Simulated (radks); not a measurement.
Results of a calculation; reference values are marked as such.
Species: Rh+. Configuration: [Ar] 3d10 4s2 4p5.5 4d8.5 (fractional occupations, a model configuration).

Level of theory: Dirac Kohn-Sham, OLYP, spin-unpolarised, spherical densities, finite nucleus; open shells fill j = l - 1/2 first; Fermi nuclear charge, rms radius 4.4945 fm (a radial shooting solver on a logarithmic mesh with Libxc functionals).

Energy parts (hartree):
total: -4785.81575
kinetic: 4989.24730
electron-nucleus: -11572.72613
Hartree: 1938.29979
exchange-correlation: -140.63671

Orbitals (lengths in bohr, moments of r in powers of bohr):
orbital,occ.,eigenvalue (hartree),<r>,<r^4>
1s1/2,2,-846.4273,0.03263,5.369e-06
2s1/2,2,-123.0680,0.1416,0.0009674
2p1/2,2,-113.9893,0.1203,0.0006347
2p3/2,4,-108.6755,0.1252,0.0007228
3s1/2,2,-22.27158,0.3902,0.04679
3p1/2,2,-18.71645,0.3827,0.04705
3p3/2,4,-17.80045,0.3934,0.05227
3d3/2,4,-11.51093,0.3677,0.04956
3d5/2,6,-11.32980,0.3711,0.05125
4s1/2,2,-3.33760,0.9795,1.787
4p1/2,2,-2.25760,1.058,2.615
4p3/2,3.5,-2.11409,1.089,2.942
4d3/2,4,-0.51934,1.507,16.42
4d5/2,4.5,-0.50408,1.528,17.54

The highest occupied level is 4d5/2 at -13.717 eV. The density falls to 0.001 e/bohr^3 at r = 3.73 bohr.
